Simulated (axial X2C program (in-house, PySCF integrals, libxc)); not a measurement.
**Correcting the dissociation energy of SnH⁺ for spin–orbit coupling**

A spin-free CCSD(T) curve (one-electron X2C) was computed with an in-house all-electron X2C program for linear molecules (integrals from PySCF), basis Sn dyall-cv3z [11s12p9d4f1g], H dyall-v3z [6s2p1d] (cores contracted in-house), for the state M_S = 0, Λ = 0 (closed shell). It gives D0 = 2.694 eV to Sn+ + H, which in a spin-free picture are the weighted means of the ground terms.

Correlated methods: 14 electrons correlated (number of frozen shells: Sn 4 s, 3 p, 1 d; H none), 192 virtual spin orbitals or spinors in MP2, 90 natural virtuals in coupled cluster.

Measured levels of the ground terms (NIST Handbook of Basic Atomic Spectroscopic Data), in cm⁻¹: Sn+ 2P: J = 1/2 at 0, J = 3/2 at 4251.5; H 2S: J = 1/2 at 0.

The molecular state has Λ = 0, so it has no first-order lowering.

(1) How far does each ground level lie under the (2J+1)-weighted mean of its term?

(2) Correct D0.

Second-order spin–orbit effects in the molecule, which grow quickly with Z, are left out. Occupations by symmetry block were frozen at the best pattern of an incomplete PBE0 search. De is counted from the lowest determinant-based energies of the atoms at the same level, without counterpoise correction. CCSD and (T) use frozen natural virtuals with an MP2 correction for the truncation; (T) itself is uncorrected, so its De runs slightly low.

Answers

(1) Sn+: (2 × 0 + 4 × 4251.5)/6 = 2834 cm⁻¹; H: a single level, 0.

(2) D0 = 2.694 + (0 − 2834)/8065.5 = 2.343 eV at CCSD(T) with these spin–orbit terms. The direct two-component run gives 2.386 eV; the difference holds second-order terms in the molecule, scalar two-electron terms, the gap between measured and computed atomic splittings (a 2c atom can miss part of its lowering) and, in coupled cluster, the truncation of each run.
